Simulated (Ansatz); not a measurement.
Total energies of the cluster Ta2O7H4 (the lowest singlet isomer of a short search) from Ansatz at HSE06-D4/def2-TZVP, gas phase (1 Eh = 27.2114 eV = 2625.5 kJ/mol). The reference geometry is relaxed at PBE-D4/def2-SVP.

```xyz
13

Ta    0.691    0.894   -0.914
Ta   -0.438   -0.389    1.765
O     1.803   -0.395   -1.313
O     0.814    0.906    1.030
O     1.236    2.543   -1.728
O    -1.312    0.560   -0.502
O    -0.766   -1.853    0.492
O     0.269   -1.104    3.181
O    -1.018   -0.320   -1.661
H     2.023    2.750   -2.263
H    -0.953   -1.203   -1.162
H    -1.912    0.372    2.445
H    -0.437   -2.762    0.631
```

```csv
state,geometry,energy (Eh)
charge 0 singlet,reference,-642.96516
charge 1 doublet,reference,-642.58063
free Ta atom (quartet),–,-56.82181
free O atom (triplet),–,-75.01518
free H atom (doublet),–,-0.50075
```

In the def2 sets Ta takes a core potential; there is no spin–orbit coupling. HSE06 is defined as in plane-wave codes, on full-range PBE exchange. The structure holds one bond between oxygen atoms, so isomers without such links may lie far lower.

Q: Work out the vertical ionisation energy to the doublet.

A: E(charge 1 doublet) − E(charge 0 singlet) = -642.58063 − (-642.96516) = 0.38453 Eh = 10.46 eV. For comparison, −ε of the highest occupied level is 8.38 eV at this level, 2.08 eV less.

Q: What is the binding energy per atom against free atoms?

A: Atoms: 2 × (-56.82181) + 7 × (-75.01518) + 4 × (-0.50075) = -640.75288 Eh. Binding: -640.75288 − (-642.96516) = 2.21228 Eh = 60.20 eV, or 4.63 eV for each of 13 atoms (no zero-point energy, no counterpoise term).

The structure comes from a short search, and lower isomers may exist.
